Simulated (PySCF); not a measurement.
Isomers of C5H10GeO, from PBE0-D3(BJ)/def2-SVP geometry optimisation, gas phase in PySCF 2.14.0. One conformer each, no zero-point energy, no frequencies.

Question: Which is lower in electronic energy at this level?
A. `[CH:1]#[C:2][GeH2:3][O:4][CH:5]([CH3:6])[CH3:7]` with C2–Ge3–O4–C5 39°, Ge3–O4–C5–C6 67°: A = 2598, B = 1132, C = 951.7 MHz, dipole 1.34 D
B. `[GeH3:1][O:2][C@H:3]1[CH2:4][C:5]12[CH2:6][CH2:7]2` with Ge1–O2–C3–C4 -6°: A = 4250, B = 937.1, C = 881.5 MHz, dipole 1.14 D

Answer: A. That is `C#[C][GeH2][O]C(C)C`, 3.8 kcal/mol below the other.

| SMILES | mapped SMILES | E (Eh) | relative (kcal/mol) | relative (kJ/mol) | dipole (D) |
| --- | --- | --- | --- | --- | --- |
| C#[C][GeH2][O]C(C)C | [CH:1]#[C:2][GeH2:3][O:4][CH:5]([CH3:6])[CH3:7] | -2347.68682 | 0.0 | 0.0 | 1.34 |
| [GeH3][O][C@H]1CC12CC2 | [GeH3:1][O:2][C@H:3]1[CH2:4][C:5]12[CH2:6][CH2:7]2 | -2347.68071 | 3.8 | 16.0 | 1.14 |

As drawn, the lower has a C≡C bond, which the higher lacks; the higher has a three-membered ring and a quaternary carbon, which the lower lacks.
